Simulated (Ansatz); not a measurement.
Computed with Ansatz on PBE0-D4/def2-TZVP structures; ΔE is electronic, products minus reactants. CBS: MP2 limit from def2 TZ/QZ plus the TZ coupled-cluster correction, frozen cores. This one scheme is used for every species, atoms too. For atomizations the MP2-based limit and the directly extrapolated one differ by several kJ/mol either way, and by 10 to 25 for some Ge, Se and Sn compounds, so smaller differences from it don't rank the levels. Functionals use def2-TZVPP. B3LYP here is the variant with VWN-RPA as its local correlation; programs differ in this. HSE06 is defined as in plane-wave codes. No spin–orbit coupling; open shells (•) take unrestricted orbitals. Spin–orbit coupling would lower the free atoms: a little for C, Cl, F; strongly for Sn. Elements past krypton have def2 core potentials. Bonds to Sn are less sure, by a few kJ/mol each and by 10 to 20 or more in all where they break to atoms, as the def2 sets lack core-valence functions.

Consider the atomization: `[CH3][SnH]([F])[Cl]` → C• + Cl• + F• + 4 H• + Sn•.

```csv
level,ΔE (eV),difference from CCSD(T)/CBS
LDA (SPW92),30.63,3.48
revPBE-D4,26.47,-0.68
BLYP-D4,26.62,-0.53
r2SCAN-D4,26.94,-0.21
B97M-V,27.26,0.11
PBE0-D4,26.72,-0.43
B3LYP-D4,26.67,-0.48
r2SCANh-D4,26.74,-0.41
r2SCAN0-D4,26.47,-0.68
HSE06-D4,26.72,-0.43
BHLYP-D4,25.98,-1.17
CAM-B3LYP-D4,26.88,-0.27
ωB97X-V,27.06,-0.09
ωB97M-V,26.90,-0.25
B2PLYP,26.47,-0.68
PBE-QIDH,26.63,-0.52
PBE,27.01,-0.14
revPBE,26.04,-1.11
BLYP,26.27,-0.88
r2SCAN,26.90,-0.25
PBE0,26.58,-0.57
B3LYP,26.40,-0.75
r2SCANh,26.70,-0.45
r2SCAN0,26.42,-0.73
HSE06,26.59,-0.56
BHLYP,25.75,-1.40
CAM-B3LYP,26.73,-0.42
LC-ωPBE,26.73,-0.42
HF/def2-SVP,19.39,-7.76
MP2/def2-SVP,25.41,-1.74
CCSD/def2-SVP,24.80,-2.35
CCSD(T)/def2-SVP,25.05,-2.10
HF/def2-TZVPP,19.64,-7.51
MP2/def2-TZVPP,26.61,-0.54
SCS-MP2/def2-TZVPP,26.41,-0.74
CCSD(T)/def2-TZVPP,26.30,-0.85
HF/def2-QZVPP,19.73,-7.42
MP2/def2-QZVPP,27.13,-0.02
SCS-MP2/def2-QZVPP,26.98,-0.17
MP2/CBS(def2),27.47,0.32
CCSD(T)/CBS,27.15,0
```

Largest T1 diagnostic among the species: 0.012.

From r2SCAN to r2SCAN0 (25 % exact exchange), in def2-TZVPP and without D4, ΔE moves by −0.49 eV: exact exchange takes away binding that semilocal exchange gives to molecules. The D4 term adds +0.27 eV with B3LYP and +0.14 eV with PBE0; it sums over pairs of atoms, weighted by their polarisabilities, and B3LYP, whose exchange is more repulsive, gets the larger term.
